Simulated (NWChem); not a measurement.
Correlation energy of CdS

SMILES: [S]=[Cd]
```xyz
2

Cd     0.0000     0.0000     0.5614
S      0.0000     0.0000    -1.6843
```
Charge 0, spin multiplicity 1.

Everything below was run with NWChem. Structure: optimised with PBE0/def2-SVP with def2 effective core potentials on Cd, a minimum by its harmonic frequencies.

Basis set: def2-SVP. Each correlation energy counts from its own Hartree-Fock reference.

Effective core potentials replace the inner electrons of Cd; spin-orbit coupling is left out. The correlated methods keep 9 core orbitals frozen. The structure started from a generated list of species. Coupled-cluster values serve here as a point of comparison, not as the truth.

### Question
For the correlation energy, CCSD gives -409.2 mHa and MP2 gives -409.8 mHa. What do CR-CCSD(T), CR-CCSD[T], CCSD(T) give?

### Answer
CR-CCSD(T): -420.3 mHa; CR-CCSD[T]: -421.7 mHa; CCSD(T): -423.6 mHa.
